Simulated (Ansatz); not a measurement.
Isomers of Au₄Cl₃ (doublet), relaxed with r2SCAN-D4/def2-SVP; total energies from Ansatz at RPA@PBE/def2-TZVP.

| isomer | description | energy (Eh) |
| --- | --- | --- |
| A | point group Cs; 6 × Au–Cl 2.34 to 2.47 Å; 1 × Au–Au 2.57 Å | -1920.84661 |
| B | point group C2v; 5 × Au–Cl 2.36 to 2.48 Å; 3 × Au–Au 2.60 to 2.78 Å | -1920.82329 |

In the def2 sets Au takes a core potential; there is no spin–orbit coupling. Correlated methods freeze 15 core orbitals; core or outer-core shells of Au are correlated, in sets that lack core-valence functions.

The isomers come from a short search, and lower ones may exist.

**Question.** Work out the relative energies (1 Eh = 2625.5 kJ/mol) and the Boltzmann populations at 1200 K from electronic energies alone (R = 8.314 J/mol/K).

**Answer.** ΔE: A 0.0, B 61.2 kJ/mol. RT = 9.98 kJ/mol. Factors exp(−ΔE/RT): A 1, B 0.00217; sum 1.002. Populations: A 99.8 %, B 0.2 %. Zero-point energy, vibrational entropy and symmetry numbers are left out and can shift these; an error of 4 kJ/mol changes a ratio by a factor of 1.5. Over the other density-functional and correlated levels in def2 sets, the gap between A and B ranges from 52 to 79 kJ/mol.
